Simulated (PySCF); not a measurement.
Species: C7H8N (doublet state).
SMILES with atom numbers: `[N:1]#[C:2][C@H:3]1[CH2:4][C:5]=[CH:6][CH2:7][CH2:8]1` (hydrogens: H9 on C3; H10, H11 on C4; H12 on C6; H13, H14 on C7; H15, H16 on C8)

Structure used (GFN2-xTB), in Å, numbered top down from 1:
```xyz
16
C7H8N angstrom
N     -3.0260    1.6323   -0.4209
C     -2.0556    1.1295   -0.0812
C     -0.8447    0.4680    0.3241
C     -1.0670   -1.0768    0.2848
C      0.2375   -1.7184    0.3984
C      1.4332   -1.2346    0.2601
C      1.6304    0.2386   -0.0879
C      0.3263    0.8477   -0.5935
H     -0.6107    0.7640    1.3531
H     -1.5484   -1.3618   -0.6557
H     -1.7306   -1.3680    1.1028
H      2.3321   -1.8173    0.3871
H      1.9749    0.7605    0.8102
H      2.4067    0.3279   -0.8497
H      0.1159    0.4820   -1.6010
H      0.4184    1.9354   -0.6420
```

The hyperfine couplings belong to this conformer and change with its torsions.

Level of theory: UKS B3LYP, pcH-1 on C H N, non-relativistic, mean-field spin-orbit, GIAO in PySCF. Isolated species at its GFN2-xTB geometry (one conformer only). The geometry wasn't refined by DFT: couplings that depend on bond lengths, twists or pyramidal angles can differ widely from those at the functional's own minimum. The SCF solution wasn't tested for stability.

Principal values of hyperfine tensors in MHz (contact and dipolar terms together), for some of the nuclei:

```json
{"atom": "C5", "isotope": "13C", "A1": "273.29", "A2": "293.69", "A3": "487.74"}
{"atom": "H12", "isotope": "1H", "A1": "79.64", "A2": "80.71", "A3": "97.83"}
{"atom": "C7", "isotope": "13C", "A1": "51.45", "A2": "52.41", "A3": "75.55"}
{"atom": "C3", "isotope": "13C", "A1": "40.66", "A2": "41.32", "A3": "58.79"}
{"atom": "H11", "isotope": "1H", "A1": "32.97", "A2": "34.43", "A3": "52.79"}
{"atom": "C4", "isotope": "13C", "A1": "20.59", "A2": "21.55", "A3": "37.53"}
{"atom": "H16", "isotope": "1H", "A1": "7.31", "A2": "7.98", "A3": "11.45"}
{"atom": "C2", "isotope": "13C", "A1": "6.31", "A2": "7.44", "A3": "10.78"}
```

(1) Give the isotropic coupling of each nucleus in MHz and in mT (g = 2.0023), and the anisotropic part.

(2) What spin density at the nucleus of H11 lies behind its contact coupling (g_N = 5.58569)?

(3) H13 (1H, g_N = 5.58569) isn't in the table. Its spin density at the nucleus is -0.002014 bohr⁻³. What is its contact coupling?

(4) Which nucleus of the table has the largest anisotropic coupling, and what is its form?

(5) In a single crystal, with the field along each principal axis of the tensor of C5 in turn, what first-order splitting does this nucleus give (isotropic g, quadrupole terms neglected)?

Answers

(1) a_iso is a third of the trace, T = A − a_iso, and a(mT) = a(MHz)/(g × 13.996).

| atom | a_iso (MHz) | a_iso (mT) | T1 | T2 | T3 |
| --- | --- | --- | --- | --- | --- |
| C5 | 351.57 | 12.545 | -78.28 | -57.88 | 136.17 |
| H12 | 86.06 | 3.071 | -6.42 | -5.35 | 11.77 |
| C7 | 59.80 | 2.134 | -8.35 | -7.40 | 15.74 |
| C3 | 46.92 | 1.674 | -6.27 | -5.61 | 11.87 |
| H11 | 40.06 | 1.430 | -7.09 | -5.63 | 12.73 |
| C4 | 26.56 | 0.948 | -5.97 | -5.01 | 10.97 |
| H16 | 8.91 | 0.318 | -1.61 | -0.93 | 2.54 |
| C2 | 8.18 | 0.292 | -1.87 | -0.73 | 2.60 |

(2) a_FC = 800.24 MHz bohr³ × g_N × ρ(0)/(2S). With a_FC = 40.06 MHz and 2S = 1, ρ(0) = 0.008962 bohr⁻³. In magnitude that is 2.8 % of the 1/π = 0.318 of a free hydrogen atom.

(3) By the same relation, a_FC = -9.00 MHz. Its full tensor has the principal values -13.08, -10.40, -3.53 MHz.

(4) C5: -78.3, -57.9, 136.2 MHz, rhombic: the two smaller values differ by 15 % of the largest.

(5) 2 lines (I = 1/2), spaced by |A_i|/(g × 13.996): 9.75, 10.48, 17.40 mT along the axes of A1, A2 and A3.

The run took 58 s wall (with the writing of density and orbital grids) on an INTEL XEON PLATINUM 8581C at 2.10 GHz with one thread, no GPU, shared host with 80 logical CPUs at a one-minute load of 9.9, and the process peaked at 0.97 GiB of memory.
